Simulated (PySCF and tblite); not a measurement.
Values are calculated unless marked as measured or tabulated.
Stationary points of C4H2FN3 at PBE0-D3(BJ)/def2-SVP, in Å:

Structure A

```
 1 N    -2.010   -2.421    0.935
 2 C    -1.728   -1.309    0.765
 3 C    -1.383    0.048    0.554
 4 C    -0.958    0.990    1.486
 5 N    -0.757    2.125    0.798
 6 N    -1.011    2.023   -0.509
 7 C    -1.388    0.781   -0.664
 8 F    -1.723    0.314   -1.837
 9 H    -0.797    0.906    2.558
10 H    -0.443    3.014    1.167
```

Structure B

```
 1 N    -0.932   -3.011    0.300
 2 C    -0.564   -1.917    0.200
 3 C    -0.120   -0.575    0.079
 4 C     0.348    0.291    1.077
 5 N     0.771    1.436    0.535
 6 N     0.512    1.376   -0.865
 7 C    -0.054    0.197   -1.090
 8 F    -0.443   -0.151   -2.283
 9 H     0.417    0.117    2.150
10 H     0.065    2.236   -0.103
```

Structure C

```
 1 N    -2.106   -2.424    0.717
 2 C    -1.780   -1.312    0.695
 3 C    -1.381    0.046    0.674
 4 C    -0.951    0.884    1.745
 5 N    -0.661    2.099    1.331
 6 N    -0.889    2.086    0.011
 7 C    -1.317    0.891   -0.422
 8 F    -1.591    0.681   -1.679
 9 H    -0.853    0.613    2.795
10 H    -0.738    2.917   -0.548
```

The path came from a restrained scan, a climbing-image band and a saddle search at GFN2-xTB; energies are revPBE/pcSseg-1 + D3(BJ), IEF-PCM dimethylsulfoxide//PBE0-D3(BJ)/def2-SVP, thermal terms GFN2-xTB.

Which structure is a saddle point, and along which motion?

B: one imaginary mode (1657i cm⁻¹ at GFN2-xTB, mostly on H10), along the shift of hydrogen on N6 from N6 to N5.

Give their symmetry and energies above the lowest.

A Cs, 0.0 kcal/mol; B C1, 53.2 kcal/mol; C Cs, 4.0 kcal/mol.

Tunnelling of the moving H, left out here, will speed the real process. In real samples such hydrogens mostly exchange between molecules or through solvent, far faster than by this path.
